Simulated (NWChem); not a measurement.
# C3H6Si; SMILES C#C[SiH2]C

```xyz
10

Si    -0.5930    -0.5319    -0.0005
C      0.8916    -1.6955    -0.0005
C     -0.0317     1.2235    -0.0001
C      0.3647     2.3869     0.0001
H     -1.4451    -0.7570     1.2197
H     -1.4449    -0.7565    -1.2209
H      1.5191    -1.5271    -0.8981
H      1.5180    -1.5287     0.8981
H      0.5546    -2.7518    -0.0017
H      0.7097     3.4128     0.0002
```
Atoms are numbered in this order, from 1.

Level: PBE-D3(BJ)/def2-SVP (NWChem), optimised geometry, unscaled harmonic frequencies. 

Question: List the harmonic frequencies with IR intensities, and the thermochemistry.

Answer: 
```csv
frequency (cm⁻¹),IR intensity (km/mol)
132,0.7
155,0.4
239,5.3
322,14.5
475,13.0
598,23.2
686,16.9
686,5.4
695,45.5
696,21.6
734,75.8
856,31.4
876,240.4
915,89.3
1215,13.3
1381,4.3
1385,2.1
2085,25.1
2161,108.6
2162,88.8
2983,2.4
3086,2.3
3090,1.5
3391,49.4
```

```yaml
zero_point_energy: 44.3 kcal/mol
thermal correction to the enthalpy at 298.15 K (with zero-point energy): 48.8 kcal/mol
heat capacity Cv: 21.7 cal/(mol K)
entropy at 298.15 K and 1 atm (symmetry number 1): 75.8 cal/(mol K)
dipole_moment: 0.81 D
```

Rigid rotor and harmonic oscillator.
